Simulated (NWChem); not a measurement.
Species: NH₂SeI; SMILES N[Se]I

```xyz
5

Se     0.3829     1.3433     0.0000
I     -0.0158    -1.2156     0.0000
N     -1.2309     2.1067     0.0000
H     -1.7833     2.0032     0.8468
H     -1.7833     2.0032    -0.8468
```
Atoms are numbered in this order, from 1.

Computed with NWChem. Medium grid unless said otherwise, to which SCAN and Minnesota functionals are sensitive. All runs use the structure optimised with PBE0/def2-SVP. def2 effective core potentials on I; no spin-orbit coupling.

Q: Order these by “orbital gap (eV)”, lowest first: B97-2/def2-SVP; PW91/def2-SVP; LC-wPBE (HJS exchange hole, range parameter 0.4 per bohr)/def2-SVP; LRC-wPBEh/def2-SVP; M06-2X/def2-SVP.

A: PW91/def2-SVP (2.17), B97-2/def2-SVP (3.79), M06-2X/def2-SVP (5.97), LRC-wPBEh/def2-SVP (7.50), LC-wPBE (HJS exchange hole, range parameter 0.4 per bohr)/def2-SVP (8.77)
